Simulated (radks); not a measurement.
Results of a calculation; reference values are marked as such.
Valence configurations of Hf II (all share [Xe]). Code: a radial shooting solver on a logarithmic mesh with Libxc functionals. Model: scalar-relativistic Kohn-Sham, PBE, spin-unpolarised, spherical densities, finite nucleus; Fermi nuclear charge, rms radius 5.347 fm. Energies are relative to 4f14 5d1 6s2; eigenvalues in eV.

valence               E (eV)    e(4f)    e(5d)   e(6p)    e(6s)
4f14 5d1 6s2           0.000  -26.150  -10.678       -  -11.849
4f14 5d1.5 6s1.5       0.663  -24.917   -9.918       -  -11.401
4f14 5d2 6s1           1.474  -23.768   -9.208       -  -10.973
4f14 5d0.5 6s2 6p0.5   2.072  -28.216  -12.076  -7.551  -12.730
4f14 6s2 6p1           4.536  -30.343        -  -8.165  -13.594
4f14 5d1 6s1 6p1       5.003  -27.635  -11.843  -7.600  -12.671
4f13.5 5d1.5 6s2       8.577  -30.207  -11.451       -  -12.126
4f14 6s1 6p2          10.028  -31.787        -  -8.769  -14.326
4f13.5 5d1 6s1 6p1.5  16.388  -33.769  -14.036  -8.321  -13.794
4f12.5 5d1.5 6s2 6p1  37.449  -43.169  -16.023  -8.511  -14.394

NIST lists [Xe] 4f14 5d1 6s2 as the ground configuration; this level of theory agrees among the configurations tried. The energies are those of spherical spin-averaged densities, not of single terms.
